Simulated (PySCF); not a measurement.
# WO₂F + F₂ → WF₃ + O₂

Level: PBE0 in the def2-TZVP basis family, computed in PySCF with density fitting; scalar-relativistic core potentials for atoms from Rb on, none lighter, no spin–orbit coupling; open shells unrestricted.

```tsv
species	state and structure	ZPE (kJ/mol)	H(298 K) − H(0) (kJ/mol)	S° (J/(mol K))
WO₂F	doublet, Cs, W–F 1.867 Å, W–O 1.699 Å (×2); F–W–O 119.7° (×2), O–W–O 110.0°	20.6	14.6	317.0
F₂	singlet, D∞h, F–F 1.376 Å	6.6	8.7	201.9
WF₃	quartet, D3h, W–F 1.866 Å (×3)	15.2	15.8	319.1
O₂	triplet, D∞h, O–O 1.193 Å	10.3	8.7	204.9
```

(1) Is the gas-phase reaction uphill or downhill in electronic energy at this level, and by how much?

(2) Add zero-point, thermal and entropy terms for 298.15 K and 1 bar.

Results:

(1) At PBE0/def2-TZVP, ΔE = -94.5 kJ/mol, downhill. Fluorination of this kind underlies dry etching and chamber cleaning.

(2) ΔZPE = -1.7 and Δ[H(298) − H(0)] = 1.2 kJ/mol give ΔH° = -95.0 kJ/mol. ΔS° = 5.1 J/(mol K), so ΔG° = -95.0 − 298.15 × (0.0051) = -97 kJ/mol and log₁₀K = 16.9.

Spin–orbit coupling can matter for WO₂F, WF₃ and is left out. Open d or f shells are single determinants, so the state found may not be the ground state. Only the bonding shown was studied: isomers, or loss of a ligand pair, can lie lower.
